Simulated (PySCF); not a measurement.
```xyz
3
charge 0 multiplicity 4, angstrom
Rh    0.0000    0.0000   -0.4787
O     0.6466    0.0000    1.5396
O    -0.6466    0.0000    1.5396
```

All numbers come from PySCF, UPBE0, basis Rh def2-TZVP with ECP28, O def2-TZVP (scalar-relativistic core potentials, no spin–orbit coupling, density fitting).

This geometry of RhO₂ is a stationary point at this level.

(1) What is the point group?

(2) Is it a minimum?

(3) List the harmonic modes with their infrared intensities.

Answers

(1) C2v.

(2) No: it has 1 imaginary mode, at 161i cm⁻¹ (b2).

(3) 
```
symmetry  ω (cm⁻¹)  IR (km/mol)
      b2      161i            –
      a1       369          4.0
      a1      1256          132
```

This need not be the most stable arrangement of these atoms. Other spin states or occupations of the open shell can lie lower. At this level a doublet minimum of C2v symmetry lies 151 kJ/mol below this structure.
